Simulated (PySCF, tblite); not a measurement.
Isomers of C6H9OP, one GFN2-xTB conformer each. Single-point energies are computed at PBE0/pcSseg-1 (PySCF, gas phase, no added dispersion term), electronic only.

Question: Rank them by PBE0/pcSseg-1 energy, lowest first (kJ/mol).
A. `[CH2:1]=[CH:2][P:3]1[C:4]([CH3:5])=[C:6]1[O:7][CH3:8]` with C1–C2–P3–C4 163°, C4–C6–O7–C8 -175°
B. `[CH3:1][O:2][c:3]1[cH:4][pH:5][c:6]([CH3:7])[cH:8]1` with C1–O2–C3–C4 1°
C. `[CH:1]#[C:2][P:3]([CH3:4])[CH2:5][C:6]([CH3:7])=[O:8]` with C2–P3–C5–C6 -179°, P3–C5–C6–C7 -171°
D. `[CH2:1]=[CH:2][P:3](=[O:4])([CH:5]=[CH2:6])[CH:7]=[CH2:8]` with C1–C2–P3–O4 0°, C2–P3–C5–C6 126°, C2–P3–C7–C8 -126°

Answer: B (0.0), D (47.3), C (78.0), A (174.2).

As drawn, the highest has a three-membered ring, which the lowest lacks. GFN2-xTB itself gives, in the same order: 0.0, 55.0, 136.5, 195.6. Both levels put the same isomer lowest; measured from each level's own lowest isomer, the values differ by up to 58.5 kJ/mol (C#CP(C)CC(C)=O: 136.5 against 78.0).

Q: Which frontier levels, dipoles and rotational constants go with these structures?

A: 
```json
{"SMILES": "COc1c[pH]c(C)c1", "HOMO (eV, PBE0/pcSseg-1)": "-6.17", "LUMO (eV)": "-0.72", "dipole (D)": "0.92", "A, B, C (MHz)": "3729, 1120, 876.7"}
{"SMILES": "C=CP(=O)(C=C)C=C", "HOMO (eV, PBE0/pcSseg-1)": "-7.91", "LUMO (eV)": "-0.82", "dipole (D)": "3.25", "A, B, C (MHz)": "1767, 1766, 1165"}
{"SMILES": "C#CP(C)CC(C)=O", "HOMO (eV, PBE0/pcSseg-1)": "-6.72", "LUMO (eV)": "-0.70", "dipole (D)": "3.31", "A, B, C (MHz)": "3431, 1001, 857.3"}
{"SMILES": "C=CP1C(C)=C1OC", "HOMO (eV, PBE0/pcSseg-1)": "-6.11", "LUMO (eV)": "-0.39", "dipole (D)": "1.15", "A, B, C (MHz)": "1894, 1405, 922.3"}
```

Q: What happens when harmonic zero-point energies from GFN2-xTB frequencies are added?

A: 
```
          SMILES  ZPE (kJ/mol)  electronic (kJ/mol)  with ZPE (kJ/mol)
 COc1c[pH]c(C)c1         344.8                  0.0                0.0
C=CP(=O)(C=C)C=C         339.3                 47.3               41.7
  C#CP(C)CC(C)=O         337.7                 78.0               70.9
  C=CP1C(C)=C1OC         341.9                174.2              171.3
```

The zero-point energies span 7.1 kJ/mol. The order is unchanged.
